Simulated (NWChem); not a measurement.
## Atomisation of CH$_{2}$NS

```xyz
5

N     -0.0011    -1.6019     0.0000
C      0.4592    -0.3726     0.0000
S     -0.1489     1.1034     0.0000
H     -0.9998    -1.8140     0.0000
H      0.6352    -2.3909     0.0000
```
Charge 0, spin multiplicity 2.

All runs are NWChem calculations. Structure: optimised with UPBE0/def2-SVP, a minimum by its harmonic frequencies. It is one conformer; others weren't searched.

Basis set: def2-TZVP. The atomisation energy is electronic alone: no zero-point, thermal, spin-orbit or counterpoise terms. No value is extrapolated to the basis-set limit. Free atoms are single determinants with multiplicities N 4, C 3, S 3, H 2.

The structure started from a generated list of species. The unpaired electrons of the parent sit in orbitals of symmetry a' (Cs labels of the run); other states weren't searched. No SCF solution was tested for a lower state.

Question: Order these methods by the atomisation energy they give, lowest first: LDA (SVWN5), PBE, BHandHLYP, PBE0.

Answer: BHandHLYP (395.1 kcal/mol), PBE0 (422.9 kcal/mol), PBE (441.3 kcal/mol), LDA (SVWN5) (503.0 kcal/mol)
